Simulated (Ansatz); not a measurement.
Two isomers of C4H10Si: A = `C[Si]1(C)CC1`, B = `C[SiH2]C1CC1`.

Calculated with Ansatz (gas phase, PBE0-D4/def2-TZVP geometries, no zero-point term in ΔE). CCSD(T)/CBS is the MP2 limit (def2-TZVPP, def2-QZVPP) plus CCSD(T) − MP2 in def2-TZVPP, frozen cores. DFT in def2-TZVPP. B3LYP here is the variant with VWN-RPA as its local correlation; programs differ in this. Each species was taken in one conformer, which may not be the lowest.

Question: Which is lower in electronic energy at CCSD(T)/CBS, and by how much? (An estimate is asked.)

Answer: Ansatz gave: A, by 6.6 kcal/mol.

Question: Give E(B) − E(A) in kcal/mol with B2PLYP, HF/def2-TZVPP, B3LYP-D4, PBE-D4, PBE0-D4, r2SCAN-D4, B3LYP. (Estimate.)

Answer: Computed: B2PLYP 6.4, HF/def2-TZVPP 1.5, B3LYP-D4 6.6, PBE-D4 8.0, PBE0-D4 7.0, r2SCAN-D4 8.0, B3LYP 6.5. None reverses the order clearly.

Largest T1 diagnostic: 0.010.

In def2-TZVPP, CCSD(T) changes the Hartree–Fock value by +4.5 kcal/mol (the triples alone add +0.6 kcal/mol) and MP2 by +4.6 kcal/mol. From PBE to PBE0 (25 % exact exchange), in def2-TZVPP and without D4, E(B) − E(A) moves by −1.0 kcal/mol.
